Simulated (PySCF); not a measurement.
**Partial charges of trimethylsilane**

Species: trimethylsilane, C3H10Si.
SMILES with atom numbers: `[CH3:1][SiH:2]([CH3:3])[CH3:4]` (hydrogens: H5, H6, H7 on C1; H8 on Si2; H9, H10, H11 on C3; H12, H13, H14 on C4)

Geometry (PBE0-D3(BJ)/def2-TZVP, Å), atoms numbered from 1 in this order:
```
atom  x, y, z in Å
C1    -0.419    1.649   -0.516
Si2   -0.089    0.091    0.470
C3    -1.228   -1.288   -0.086
C4     1.702   -0.427    0.279
H5    -1.455    1.977   -0.405
H6    -0.232    1.481   -1.580
H7     0.228    2.467   -0.187
H8    -0.350    0.374    1.914
H9    -1.094   -2.181    0.530
H10   -1.026   -1.565   -1.124
H11   -2.276   -0.988   -0.017
H12    1.948   -0.592   -0.774
H13    2.377    0.342    0.664
H14    1.906   -1.354    0.820
```

Density: PBE0/pcSseg-2 (PySCF); schemes: Mulliken, IAO, Hirshfeld and ESP-fitted. Isolated species at its PBE0-D3(BJ)/def2-TZVP geometry, gas phase.

Problem. What partial charge does each atom carry?

Solution. In e:

```
atom       environment  Mulliken     IAO  Hirshfeld  ESP-fitted
  C1  Si-methyl carbon    -0.284  -0.747     -0.225      -0.801
 Si2       SiH silicon    +0.621  +0.983     +0.377      +1.034
  C3  Si-methyl carbon    -0.284  -0.747     -0.225      -0.791
  C4  Si-methyl carbon    -0.286  -0.746     -0.225      -0.782
  H5   methyl hydrogen    +0.047  +0.158     +0.044      +0.176
  H6   methyl hydrogen    +0.037  +0.154     +0.043      +0.184
  H7   methyl hydrogen    +0.046  +0.159     +0.044      +0.177
  H8     Si–H hydrogen    -0.156  -0.155     -0.095      -0.247
  H9   methyl hydrogen    +0.047  +0.159     +0.044      +0.172
 H10   methyl hydrogen    +0.037  +0.154     +0.043      +0.182
 H11   methyl hydrogen    +0.046  +0.158     +0.044      +0.175
 H12   methyl hydrogen    +0.037  +0.154     +0.043      +0.179
 H13   methyl hydrogen    +0.047  +0.158     +0.044      +0.170
 H14   methyl hydrogen    +0.046  +0.158     +0.044      +0.172
```

Mean size of the charges over all atoms: ESP-fitted 0.374 e, IAO 0.342 e, Mulliken 0.144 e, Hirshfeld 0.110 e. Each set sums to the total charge, 0, to within 0.001 e. The Hirshfeld scheme weights the molecular density at each point by an atom's share of the summed free-atom densities. The ESP scheme is a least-squares fit of atom-centred charges to the potential on four shells outside the van der Waals surface, with the total charge fixed.

Lowest charge. All schemes pick atoms of one kind: Mulliken C4 (-0.286); IAO C1 and C3 (-0.747); Hirshfeld C1, C3 and C4 (-0.225); ESP-fitted C1 (-0.801).

Highest charge. All schemes agree: Mulliken Si2 (+0.621); IAO Si2 (+0.983); Hirshfeld Si2 (+0.377); ESP-fitted Si2 (+1.034).

Problem. Sum the charges by element, for elements with more than one atom.

Solution. 
| element | atoms | Mulliken | IAO | Hirshfeld | ESP-fitted |
| --- | --- | --- | --- | --- | --- |
| C | 3 | -0.855 | -2.240 | -0.676 | -2.374 |
| H | 10 | +0.234 | +1.257 | +0.299 | +1.340 |

Problem. How many electrons does the ESP-fitted scheme count on C1?

Solution. Z − q = 6 − (-0.801) = 6.801.

The run behind these numbers computed NMR shieldings as well. Time: 62 s wall, 2.4 min CPU (with the writing of density and orbital grids); peak memory 2.0 GiB. Hardware: Intel Xeon at 2.70 GHz, 2 threads (shared host).
